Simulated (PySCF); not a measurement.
C2H5BeCl, singlet, at a GFN2-xTB geometry (such geometries of metal compounds can be far from the true shape); BLYP/6-31G, TDA run with PySCF.

The PySCF input:
```python
from pyscf import gto, scf, dft, tdscf

mol = gto.M(
    atom='''
Be    0.12765065   -0.09984559    0.34434310
Cl    0.95708575    1.10302006    1.32224610
C    -0.69551870   -1.28786872   -0.63008787
C    -1.17576514   -0.79066387   -2.00826618
H    -1.57738813   -1.70105828   -0.13222087
H    -0.08037000   -2.17130689   -0.82353021
H    -0.34162349   -0.44846345   -2.61491222
H    -1.87645592    0.03366352   -1.90614059
H    -1.67751973   -1.59359796   -2.54862785
''',
    basis='6-31g',
    verbose=4,
)

mf = dft.RKS(mol)
mf.xc = 'blyp'
mf.kernel()
td = mf.TDA()
td.nstates = 5
td.kernel()
td.analyze()
```

What the program printed (banner, timings and long lists left out):

```
PySCF version 2.14.0

[INPUT] verbose = 4
[INPUT] num. atoms = 9
[INPUT] num. electrons = 38
[INPUT] charge = 0
[INPUT] spin (= nelec alpha-beta = 2S) = 0
[INPUT] symmetry False subgroup None
[INPUT] Mole.unit = angstrom
[INPUT] Symbol           X                Y                Z      unit          X                Y                Z       unit  Magmom
[INPUT]  1 Be     0.127650650000  -0.099845590000   0.344343100000 AA    0.241224768123  -0.188680819846   0.650714151884 Bohr   0.0
[INPUT]  2 Cl     0.957085750000   1.103020060000   1.322246100000 AA    1.808629945224   2.084405823301   2.498682998274 Bohr   0.0
[INPUT]  3 C     -0.695518700000  -1.287868720000  -0.630087870000 AA   -1.314339857514  -2.433719165194  -1.190693508711 Bohr   0.0
[INPUT]  4 C     -1.175765140000  -0.790663870000  -2.008266180000 AA   -2.221874101411  -1.494138170889  -3.795073065426 Bohr   0.0
[INPUT]  5 H     -1.577388130000  -1.701058280000  -0.132220870000 AA   -2.980831557840  -3.214534271124  -0.249861232252 Bohr   0.0
[INPUT]  6 H     -0.080370000000  -2.171306890000  -0.823530210000 AA   -0.151877288631  -4.103175354481  -1.556246552206 Bohr   0.0
[INPUT]  7 H     -0.341623490000  -0.448463450000  -2.614912220000 AA   -0.645574833818  -0.847473097378  -4.941467935578 Bohr   0.0
[INPUT]  8 H     -1.876455920000   0.033663520000  -1.906140590000 AA   -3.545987773619   0.063614833189  -3.602083670017 Bohr   0.0
[INPUT]  9 H     -1.677519730000  -1.593597960000  -2.548627850000 AA   -3.170052858254  -3.011463697066  -4.816208629939 Bohr   0.0

nuclear repulsion = 110.662578172523
number of shells = 32
number of NR pGTOs = 132
number of NR cGTOs = 50
basis = 6-31g
ecp = {}

******** <class 'pyscf.dft.rks.RKS'> ********
method = RKS
initial guess = minao
damping factor = 0
level_shift factor = 0
DIIS = <class 'pyscf.scf.diis.CDIIS'>
diis_start_cycle = 1
diis_space = 8
diis_damp = 0
SCF conv_tol = 1e-09
SCF conv_tol_grad = None
SCF max_cycles = 50
direct_scf = True
direct_scf_tol = 1e-13
XC library pyscf.dft.libxc version 7.1.2
    S. Lehtola, C. Steigemann, M. J. T. Oliveira, and M. A. L. Marques,  SoftwareX 7, 1–5 (2018)
XC functionals = blyp
    A. D. Becke,  Phys. Rev. A 38, 3098 (1988)
    C. Lee, W. Yang, and R. G. Parr,  Phys. Rev. B 37, 785 (1988)
    B. Miehlich, A. Savin, H. Stoll, and H. Preuss,  Chem. Phys. Lett. 157, 200 (1989)
radial grids:
    Treutler-Ahlrichs [JCP 102, 346 (1995); DOI:10.1063/1.469408] (M4) radial grids

becke partition: Becke, JCP 88, 2547 (1988); DOI:10.1063/1.454033
pruning grids: <function nwchem_prune>
grids dens level: 3
symmetrized grids: False
atomic radii adjust function: <function treutler_atomic_radii_adjust>
small_rho_cutoff = 0
Set gradient conv threshold to 3.16228e-05
Initial guess from minao.
tot grids = 109880
init E= -554.182044751309
  HOMO = -0.337596905101633  LUMO = -0.0521286179714877  gap/eV = 7.76799
cycle= 1 E= -554.018127575485  delta_E= 0.164  |g|= 0.58  |ddm|=  2.8
  HOMO = -0.155463899583166  LUMO = 0.00429900128352578  gap/eV = 4.34737
cycle= 2 E= -553.850494241478  delta_E= 0.168  |g|= 0.938  |ddm|=  1.7
  HOMO = -0.243399052875982  LUMO = -0.0122815444461559  gap/eV = 6.28903
cycle= 3 E= -554.117094633331  delta_E= -0.267  |g|= 0.0478  |ddm|= 1.11
  HOMO = -0.238324504926646  LUMO = -0.0150628487856721  gap/eV = 6.07526
cycle= 4 E= -554.117568691578  delta_E= -0.000474  |g|= 0.0318  |ddm|= 0.105
  HOMO = -0.240931843593962  LUMO = -0.0158969746558746  gap/eV = 6.12351
cycle= 5 E= -554.117883738191  delta_E= -0.000315  |g|= 0.00487  |ddm|= 0.0436
  HOMO = -0.240168068757048  LUMO = -0.0151127836610156  gap/eV = 6.12407
cycle= 6 E= -554.117893413187  delta_E= -9.67e-06  |g|= 0.00108  |ddm|= 0.0095
  HOMO = -0.240244559957589  LUMO = -0.0151712180738717  gap/eV = 6.12456
cycle= 7 E= -554.117893701096  delta_E= -2.88e-07  |g|= 0.000406  |ddm|= 0.00135
  HOMO = -0.240275304391495  LUMO = -0.0152095764808244  gap/eV = 6.12435
cycle= 8 E= -554.11789374737  delta_E= -4.63e-08  |g|= 5.52e-05  |ddm|= 0.000459
  HOMO = -0.240281537052963  LUMO = -0.0152080848143055  gap/eV = 6.12456
cycle= 9 E= -554.117893748555  delta_E= -1.18e-09  |g|= 6.96e-06  |ddm|= 0.000103
  HOMO = -0.240281081098765  LUMO = -0.0152078281955936  gap/eV = 6.12456
cycle= 10 E= -554.117893748577  delta_E= -2.23e-11  |g|= 8.35e-07  |ddm|= 1.72e-05
  HOMO = -0.240281173522799  LUMO = -0.0152079350510979  gap/eV = 6.12455
Extra cycle  E= -554.117893748576  delta_E= 6.82e-13  |g|= 7.37e-07  |ddm|= 3.05e-06
converged SCF energy = -554.117893748576

******** <class 'pyscf.tdscf.rks.TDA'> for <class 'pyscf.dft.rks.RKS'> ********
nstates = 5 singlet
deg_eia_thresh = 1.000e-03
wfnsym = None
conv_tol = 1e-05
eigh lindep = 1e-12
eigh level_shift = 0
eigh max_cycle = 100

Excitation energies (eV)
[6.48456708 6.55699064 7.3733224  7.46890671 7.6152334 ]

** Singlet excitation energies and oscillator strengths **
Excited State   1:      6.48457 eV    191.20 nm  f=0.0603
      19 -> 20        0.69669
Excited State   2:      6.55699 eV    189.09 nm  f=0.0454
      19 -> 21       -0.69763
Excited State   3:      7.37332 eV    168.15 nm  f=0.0699
      18 -> 21        0.18382
      19 -> 22        0.66202
Excited State   4:      7.46891 eV    166.00 nm  f=0.0000
      17 -> 21       -0.11161
      18 -> 20        0.69641
Excited State   5:      7.61523 eV    162.81 nm  f=0.0035
      16 -> 21        0.16353
      17 -> 20       -0.49267
      18 -> 21        0.47441

** Transition electric dipole moments (AU) **
state          X           Y           Z        Dip. S.      Osc.
  1         0.1341     -0.3204      0.5088      0.3795      0.0603
  2        -0.4640      0.1459      0.2141      0.2825      0.0454
  3         0.3033      0.3075      0.4476      0.3870      0.0699
  4        -0.0114      0.0036      0.0053      0.0002      0.0000
  5        -0.0175     -0.1268      0.0485      0.0187      0.0035

** Transition velocity dipole moments (imaginary part, AU) **
state          X           Y           Z        Dip. S.      Osc.
  1         0.0224     -0.0426      0.0777      0.0084      0.0234
  2        -0.0665      0.0209      0.0307      0.0058      0.0160
  3         0.0915      0.1141      0.1205      0.0359      0.0884
  4        -0.0238      0.0075      0.0110      0.0007      0.0018
  5        -0.0043     -0.0203      0.0045      0.0005      0.0011

** Transition magnetic dipole moments (imaginary part, AU) **
state          X           Y           Z
  1         0.2221     -0.0698     -0.1024
  2         0.1588     -0.1510      0.4469
  3         0.5408     -0.1698     -0.2497
  4        -0.0761     -0.2693      0.0183
  5        -0.1301      0.0408      0.0601
```
